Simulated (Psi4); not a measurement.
Psi4 input (wB97X-D/6-31G*):

```
memory 1500 MB

molecule {
-1 1
C    -0.76398400   -0.64348800   -0.34542900
C     0.63138400   -0.30599900   -0.15763700
F     1.13636800    0.94469000   -0.62699800
F     1.43050000   -1.20605600   -0.82546100
F     1.06125500   -0.30098200    1.14364400
Cl   -1.81573500    0.66788400    0.42400400
H    -0.99001800   -0.59596600   -1.41035300
symmetry c1
no_reorient
no_com
}

set {
  basis 6-31G*
  reference rks
  scf_type pk
  dft_radial_points 99
  dft_spherical_points 590
  e_convergence 1e-8
  d_convergence 1e-7
  maxiter 150
}

e = energy('wb97x-d')
print_out(f'\nFINAL {e:.10f} DIPOLE {variable("CURRENT DIPOLE")[0]:.6f} {variable("CURRENT DIPOLE")[1]:.6f} {variable("CURRENT DIPOLE")[2]:.6f}\n')
```

From the output:

```
      75A      2.245322    76A      2.305341    77A      2.341806
      78A      2.386824    79A      2.404128    80A      2.483366
      81A      2.520377    82A      2.663912    83A      2.669943
      84A      2.714666    85A      2.960847    86A      3.003620
      87A      3.149238    88A      3.201449    89A      3.337328
      90A      3.376269    91A      4.418514    92A      4.526335
      93A      4.546761    94A      4.651820    95A      4.796454
      96A      5.567997

    Final Occupation by Irrep:
              A
    DOCC [    29 ]
    NA   [    29 ]
    NB   [    29 ]

  @RKS Final Energy:  -836.39755415775255

   => Energetics <=

    Nuclear Repulsion Energy =            304.2011462961499433
    One-Electron Energy =               -1775.2741469677368968
    Two-Electron Energy =                 685.5058967899582285
    DFT Exchange-Correlation Energy =     -50.8287656178065461
    Empirical Dispersion Energy =          -0.0016846583173055
    VV10 Nonlocal Energy =                  0.0000000000000000
    Total Energy =                       -836.3975541577525519

Computation Completed

Properties will be evaluated at   0.000000,   0.000000,   0.000000 [a0]

Properties computed using the SCF density matrix

 Multipole Moments:

 ------------------------------------------------------------------------------------
     Multipole            Electronic (a.u.)      Nuclear  (a.u.)        Total (a.u.)
 ------------------------------------------------------------------------------------

 L = 1.  Multiply by 2.5417464519 to convert [e a0] to [Debye]
 Dipole X            :          0.7564520           -0.0000113            0.7564406
 Dipole Y            :          0.2721573            0.0000151            0.2721724
 Dipole Z            :         -0.2345231           -0.0000302           -0.2345533
 Magnitude           :                                                    0.8374339

 ------------------------------------------------------------------------------------

FINAL -836.3975541578 DIPOLE 0.756441 0.272172 -0.234553

*** Psi4 exiting successfully. Buy a developer a beer!
```

The dipole moment of an ion depends on the origin.

The geometry given is a B3LYP-D3(BJ)/def2-TZVP minimum.
